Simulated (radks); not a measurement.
Results of a calculation; reference values are marked as such.
All-electron atom: Gd3+ in [Kr] 4d10 4f7 5s1.75 5p6 5f0.25 (fractional occupations, a model configuration). Code: a radial shooting solver on a logarithmic mesh with Libxc functionals. Model: Dirac Kohn-Sham, LDA (Slater exchange, Perdew-Wang correlation), spin-unpolarised, spherical densities, point nucleus; open shells are shared between the two j in proportion to 2j + 1. Some entries of the table are withheld. Estimate them.

orbital,occ.,eigenvalue (eV),r(max) (bohr),<1/r> (bohr^-1)
1s1/2,2,-50032.78,0.01393,71.62
2s1/2,2,-8281.272,0.07923,17.09
2p1/2,2,-7867.561,0.05982,17.07
2p3/2,4,-7172.493,0.06565,15.08
3s1/2,2,-1856.745,0.2247,6.224
3p1/2,2,-1677.145,(1),6.142
3p3/2,4,-1534.620,(2),5.639
3d3/2,4,-1223.497,0.1779,5.519
3d5/2,6,-1192.413,0.1814,5.394
4s1/2,2,-395.4986,0.5161,2.606
4p1/2,2,-325.6092,0.5202,2.501
4p3/2,4,-293.7224,0.5467,2.328
4d3/2,4,-178.3925,0.5541,2.111
4d5/2,6,-172.6285,0.5627,2.068
5s1/2,1.75,(3),1.191,1.014
5p1/2,2,-57.2742,1.292,0.9044
5p3/2,4,-52.6172,1.366,0.8462
4f5/2,3,-36.7777,0.5634,1.548
4f7/2,4,-36.0076,0.5683,1.530
5f5/2,0.107143,-10.2988,(4),(5)
5f7/2,0.142857,-10.2787,(6),(7)

Answer. 
(1) 3p1/2 r(max) (bohr): 0.2118
(2) 3p3/2 r(max) (bohr): 0.2242
(3) 5s1/2 eigenvalue (eV): -76.9721
(4) 5f5/2 r(max) (bohr): 4.122
(5) 5f5/2 <1/r> (bohr^-1): 0.2659
(6) 5f7/2 r(max) (bohr): 4.140
(7) 5f7/2 <1/r> (bohr^-1): 0.2655
